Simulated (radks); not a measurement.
Minus the highest occupied eigenvalue as an estimate of the ionisation energy, Sb20+ to Sb39+. The LB94 potential has the -1/r tail that LDA and GGA lack but no energy functional. Calculated with a radial shooting solver on a logarithmic mesh with Libxc functionals: Dirac Kohn-Sham, LB94 model potential, spin-unpolarised, spherical densities, finite nucleus; open shells fill j = l - 1/2 first; Fermi nuclear charge, rms radius 4.6802 fm.

species,configuration,HOMO,-e(HOMO) (eV),<r> (bohr),"IE, NIST (eV)",kind
Sb20+,[Ar] 3d10 4s2 4p1,4p1/2,589.36,0.705,584,theory
Sb21+,[Ar] 3d10 4s2,4s1/2,668.49,0.687,657,theory
Sb22+,[Ar] 3d10 4s1,4s1/2,703.22,0.679,693.3,semi-emp.
Sb23+,[Ar] 3d10,3d5/2,1205.3,0.298,1214,theory
Sb24+,[Ar] 3d9,3d5/2,1279.4,0.294,1285,theory
Sb25+,[Ar] 3d8,3d5/2,1355.0,0.290,1360,theory
Sb26+,[Ar] 3d7,3d5/2,1432.2,0.286,1441,theory
Sb27+,[Ar] 3d6,3d5/2,1511.0,0.282,1518,theory
Sb28+,[Ar] 3d5,3d5/2,1591.3,0.278,1606,theory
Sb29+,[Ar] 3d4,3d3/2,1685.7,0.272,1698,theory
Sb30+,[Ar] 3d3,3d3/2,1769.9,0.268,1781,theory
Sb31+,[Ar] 3d2,3d3/2,1855.5,0.265,1869,theory
Sb32+,[Ar] 3d1,3d3/2,1942.7,0.262,1954,theory
Sb33+,[Ar],3p3/2,2185.8,0.297,2190,theory
Sb34+,[Ne] 3s2 3p5,3p3/2,2264.5,0.294,2266,theory
Sb35+,[Ne] 3s2 3p4,3p3/2,2344.0,0.292,2349,theory
Sb36+,[Ne] 3s2 3p3,3p3/2,2424.3,0.290,2428,theory
Sb37+,[Ne] 3s2 3p2,3p1/2,2570.9,0.279,2567,theory
Sb38+,[Ne] 3s2 3p1,3p1/2,2655.0,0.277,2654,theory
Sb39+,[Ne] 3s2,3s1/2,2828.3,0.290,2815,theory

Reference values: NIST Atomic Spectra Database (exp. = measured, semi-emp. = semi-empirical, theory = theoretical value adopted there). Spin polarisation and multiplet splitting are left out.

Beside tabulated values, note that spin-unpolarised runs miss the spin-polarisation part of the exchange energy of open shells.
